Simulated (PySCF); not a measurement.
## Spectroscopy problems

- σ from GIAO-PBE0/pcSseg-1
- structure optimised with GFN2-xTB
- program: PySCF
- isolated molecule, single conformer, averaged over atoms made equivalent by symmetry, fast rotation or ring inversion, no relativistic terms

δ = σ(ref) − σ, references computed at the same level: TMS for 1H (σref 31.72) and 13C (σref 186.93). Where no couplings were computed, multiplicities follow the n + 1 count of equivalent neighbours, and m marks all less simple cases (inequivalent or close neighbours, rings, F or P nearby). Shifts are as computed. Against solution values, carbons near 30 ppm lie about +3 ppm off and those near 130 ppm about +5 ppm; carbons on Cl a further +6 ppm. Of 1211 compounds with measured shifts, 218 miss one by over three times the rms of a fit or turn the order of signals round; such compounds aren't used in these exercises. Carbons bonded to Cl come out too deshielded.

Task: C7H6ClN. 1H NMR (500 MHz, computed): δ 8.85 (d, 1H), 8.13 (d, 1H), 7.90 (m, 1H), 7.22 (m, 1H), 7.12 (d, 1H), 6.80 (d, 1H). 13C{1H} NMR (computed): δ 158.9 (C), 155.6 (CH), 143.0 (CH), 142.2 (CH), 138.7 (CH), 127.4 (CH), 126.8 (CH). Identify the compound.

Result: `Cl/C=C/c1ccccn1`. The formula gives 5 degrees of unsaturation (1 ring in the answer). 7 carbon signals for 7 carbons: no two carbons are equivalent. Carbon types of the structure: 1 × C, 6 × CH, which accounts for all hydrogens. δC 155.6: aromatic CH next to a ring nitrogen; the adjacent pyridine-type nitrogen withdraws density from it. δC 143.0, 127.4, 126.8: aromatic CH. δC 142.2, 138.7: alkene CH; as expected for a trigonal carbon in a double bond. δH 8.85: hydrogen on an aromatic CH next to a ring nitrogen; ring current plus the neighbouring ring nitrogen.

This is the structure that produced the data.

Task: C6H11ClOSi. 1H NMR (300 MHz, computed): δ 6.46 (m, 1H), 6.19 (m, 1H), 5.25 (m, 1H), 3.58 (s, 3H), 3.40 (m, 1H), 2.46 (m, 1H), 1.69 (m, 1H), 1.11 (m, 1H), 0.69 (m, 1H). 13C{1H} NMR (computed): δ 139.3, 135.0, 76.4, 61.2, 24.7, 15.0. What is it?

Result: SMILES CO[C@@H]1C=CCC[Si@@H]1Cl. Rings plus π bonds: 2 (1 ring in the answer). 6 carbon signals for 6 carbons: no two carbons are equivalent. Carbon types of the structure: 3 × CH, 2 × CH2, 1 × CH3, leaving 1 H on heteroatoms. δC 139.3, 135.0: alkene CH; the olefinic region. δC 76.4: allylic sp3 CH bonded to O and Si; the inductive effect lowers its shielding. δC 61.2: methyl carbon bonded to O; pulled downfield by the heteroatom. δH 3.40: hydrogen on an allylic sp3 CH bonded to O and Si; its carbon carries O, which withdraws density.

The shifts were computed for this structure.
